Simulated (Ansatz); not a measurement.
Computed with Ansatz on PBE0-D4/def2-TZVP structures; ΔE is electronic, products minus reactants. CBS: MP2 limit from def2 TZ/QZ plus the TZ coupled-cluster correction, frozen cores. Functionals use def2-TZVPP. B3LYP here is the variant with VWN-RPA as its local correlation; programs differ in this. Each species was taken in one conformer, which may not be the lowest.

`NCO[SiH2]Cl` + `C[SiH](S)C=O` → `C[SiH](S)[SiH2]Cl` + `NCOC=O`  (formal exchange of groups at the Si–O bond)

CCSD(T)/CBS gives +46.6 kJ/mol.

Question: Another level gave +21.9 kJ/mol. Which?
A. SCS-MP2/def2-TZVPP
B. PBE0-D4/def2-TZVPP
C. B3LYP-D4/def2-TZVPP
D. B2PLYP/def2-TZVPP

Answer: B. PBE0-D4 21.9, B3LYP-D4 39.5, B2PLYP 45.7, SCS-MP2/def2-TZVPP 52.8 kJ/mol.

Largest T1 diagnostic among the species: 0.015.

From PBE to PBE0 (25 % exact exchange), in def2-TZVPP and without D4, ΔE moves by +4.7 kJ/mol. In def2-TZVPP, CCSD(T) changes the Hartree–Fock value by −12.6 kJ/mol (the triples alone add −4.1 kJ/mol) and MP2 by −9.7 kJ/mol.
